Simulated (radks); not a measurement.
The nitrogen anion N3-, [Ne], held by a Watson sphere: a shell of charge +3 at radius R that stands for the Madelung well of a crystal (potential energy -3/R inside, -3/r outside, in hartree with lengths in bohr). All-electron calculation, scalar-relativistic Kohn-Sham, LB94 model potential, spin-unpolarised, spherical densities, finite nucleus; Fermi nuclear charge, rms radius of each element as measured or else 0.836 A^(1/3) + 0.57 fm. Program: a radial shooting solver on a logarithmic mesh with Libxc functionals. Response by self-consistent Sternheimer equations with the Hartree and adiabatic LDA kernel, the relativistic mass of each level held fixed and spin-orbit coupling left out. The sphere does not respond.

R (bohr) = 1.73: e(1s) (eV) -399.61; e(2s) (eV) -24.448; e(2p) (eV) -13.449; <r> 2p (bohr) 1.622; sum of <r^2> (bohr^2) 25.22; X-ray form factor at sin(theta)/lambda = 0.1 1/angstrom 8.392; alpha (bohr^3) 14.12
R (bohr) = 1.85: e(1s) (eV) -399.71; e(2s) (eV) -23.613; e(2p) (eV) -12.821; <r> 2p (bohr) 1.670; sum of <r^2> (bohr^2) 26.67; X-ray form factor at sin(theta)/lambda = 0.1 1/angstrom 8.316; alpha (bohr^3) 16.19
R (bohr) = 3.03: e(1s) (eV) -398.91; e(2s) (eV) -18.005; e(2p) (eV) -8.158; <r> 2p (bohr) 2.094; sum of <r^2> (bohr^2) 41.65; X-ray form factor at sin(theta)/lambda = 0.1 1/angstrom 7.672; alpha (bohr^3) 56.90
R (bohr) = 3.11: e(1s) (eV) -398.81; e(2s) (eV) -17.761; e(2p) (eV) -7.929; <r> 2p (bohr) 2.121; sum of <r^2> (bohr^2) 42.74; X-ray form factor at sin(theta)/lambda = 0.1 1/angstrom 7.636; alpha (bohr^3) 61.62
R (bohr) = 3.17: e(1s) (eV) -398.73; e(2s) (eV) -17.586; e(2p) (eV) -7.763; <r> 2p (bohr) 2.141; sum of <r^2> (bohr^2) 43.57; X-ray form factor at sin(theta)/lambda = 0.1 1/angstrom 7.608; alpha (bohr^3) 65.38
R (bohr) = 3.18: e(1s) (eV) -398.71; e(2s) (eV) -17.558; e(2p) (eV) -7.736; <r> 2p (bohr) 2.144; sum of <r^2> (bohr^2) 43.71; X-ray form factor at sin(theta)/lambda = 0.1 1/angstrom 7.604; alpha (bohr^3) 66.03
R (bohr) = 3.36: e(1s) (eV) -398.48; e(2s) (eV) -17.076; e(2p) (eV) -7.269; <r> 2p (bohr) 2.203; sum of <r^2> (bohr^2) 46.25; X-ray form factor at sin(theta)/lambda = 0.1 1/angstrom 7.526; alpha (bohr^3) 78.67
